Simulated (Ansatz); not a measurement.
A nudged elastic band was laid between two geometries of AlFH6O2Si (11 atoms, charge 0, multiplicity 1).

Computed with Ansatz, RKS PBE0/def2-SVP.

```yaml
movable_images: 7
climbing_image: yes
spring: 5.0 eV/Å²
optimiser: quadratic models (default)
start_path: straight line
force_threshold: 0.05 eV/Å
iteration_limit: 60
end_points: relaxed
```

Image 0:

```xyz
11
Properties=species:S:1:pos:R:3
Al -0.321 -0.116 0.253
H -0.871 -0.768 1.585
O 1.293 -0.448 -0.277
Si 2.401 -1.270 -1.174
H 1.767 -2.371 -1.966
H 3.097 -0.344 -2.123
H 3.442 -1.877 -0.286
F -1.428 0.232 -0.952
O 0.262 1.670 0.869
H 1.216 1.655 0.685
H 0.138 1.903 1.799
```

Image 8:

```xyz
11
Properties=species:S:1:pos:R:3
Al -0.009 0.589 -0.110
H -0.342 -0.503 1.741
O 1.364 -0.295 -0.541
Si 2.424 -1.390 -1.163
H 1.710 -2.438 -1.955
H 3.408 -0.703 -2.054
H 3.172 -2.059 -0.054
F -1.498 0.012 -0.556
O 0.070 2.161 0.515
H 0.865 2.687 0.605
H -0.167 0.205 1.985
```

(1) What changes between the two ends?

(2) What energy profile does the band end with?

(3) What is the geometry of the highest image?

Results:

(1) Bonds broken: Al1–H2, O9–H11. Bonds formed: H2–H11. AlFH6O2Si becomes AlFH4O2Si + H2.

(2) The run converged. The highest image is number 5 of 0 to 8, 19.0 kcal/mol above the first end and 17.4 kcal/mol above the last; the last end lies 1.5 kcal/mol above the first. Another band between the same ends (7 images) ends at a top of the same energy, where a vibrational analysis finds 1 clearly imaginary mode. The orbitals stay closed-shell, which can raise the energy where a bond breaks towards radicals; this wasn't checked here.

```
image  path coordinate (Å)  energy (kcal/mol)  Al1–H2 (Å)  O9–H11 (Å)  H2–H11 (Å)
    0                 0.00                0.0        1.58        0.97        2.86
    1                 0.41                0.2        1.58        0.97        2.77
    2                 0.81                1.1        1.59        0.97        2.48
    3                 1.22                3.6        1.60        0.97        2.03
    4                 1.62                9.5        1.64        1.01        1.53
    5                 2.03               19.0        1.76        1.25        1.05
    6                 2.56                6.2        2.04        1.83        0.79
    7                 3.09                1.8        2.18        2.34        0.77
    8                 3.62                1.5        2.17        2.46        0.77
```

(3) 
```xyz
11
Properties=species:S:1:pos:R:3:forces:R:3
Al -0.106 0.230 0.040 0.00 0.00 0.00
H -0.450 -0.077 1.736 0.00 -0.01 0.00
O 1.356 -0.455 -0.464 0.00 -0.01 0.00
Si 2.457 -1.429 -1.209 0.00 0.01 0.01
H 1.781 -2.533 -1.956 0.00 0.00 0.00
H 3.279 -0.632 -2.169 0.00 0.00 0.00
H 3.370 -2.032 -0.190 0.00 0.00 0.00
F -1.484 0.073 -0.871 0.00 0.00 0.00
O 0.070 1.853 0.859 0.02 0.00 0.01
H 0.904 2.330 0.957 -0.01 0.01 0.00
H -0.182 0.940 1.680 0.00 0.00 0.00
```

The run took 2.1 min on 4 threads of Arm Neoverse V2, with other jobs on the host, peak memory 0.24 GiB.
